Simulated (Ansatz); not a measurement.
Reaction (ligand exchange at a Mo–O bond): `[NH]=[Mo](=[NH])([OH])[Cl]` + HCl → `[NH]=[Mo](=[NH])([Cl])[Cl]` + H₂O

Program: Ansatz. Geometries: PBE0-D4/def2-TZVP. ΔE: electronic, gas phase. CCSD(T)/CBS adds triple-zeta CCSD(T) − MP2 to the extrapolated MP2 energy (def2 sets, frozen cores). This one scheme is used for every species. DFT in def2-TZVPP. B3LYP here is the variant with VWN-RPA as its local correlation; programs differ in this. def2 core potentials past Kr. For Mo outer-core shells are correlated without core-valence functions, which leaves a few kJ/mol of doubt a bond. Each species was taken in one conformer, which may not be the lowest.

| level | ΔE (kJ/mol) | difference from CCSD(T)/CBS |
| --- | --- | --- |
| r2SCAN-D4 | -37.9 | 10.2 |
| r2SCANh-D4 | -39.8 | 8.3 |
| BHLYP-D4 | -43.4 | 4.7 |
| CAM-B3LYP-D4 | -33.3 | 14.8 |
| B2PLYP | -43.8 | 4.3 |
| PBE | -36.7 | 11.4 |
| revPBE | -37.3 | 10.8 |
| PBE0 | -41.3 | 6.8 |
| B3LYP | -36.0 | 12.1 |
| BHLYP | -39.3 | 8.8 |
| LC-ωPBE | -31.5 | 16.6 |
| RPA@PBE/def2-TZVPP | -36.5 | 11.6 |
| HF/def2-SVP | -37.4 | 10.7 |
| HF/def2-QZVPP | -41.4 | 6.7 |
| MP2/def2-QZVPP | -65.0 | -16.9 |
| CCSD/CBS(def2) | -47.1 | 1.0 |
| CCSD(T)/CBS | -48.1 | 0 |

Largest T1 diagnostic among the species: 0.021, so the coupled-cluster value is less sure than usual.

Leaving LDA and LC-ωPBE aside and taking each functional with its dispersion term where it has one, the values, not all of them listed here, spread over 16.9 kJ/mol, from PBE-QIDH to CAM-B3LYP-D4. LDA lies +3.2 kJ/mol from PBE without D4. From r2SCAN to r2SCAN0 (25 % exact exchange), in def2-TZVPP and without D4, ΔE moves by −4.3 kJ/mol.
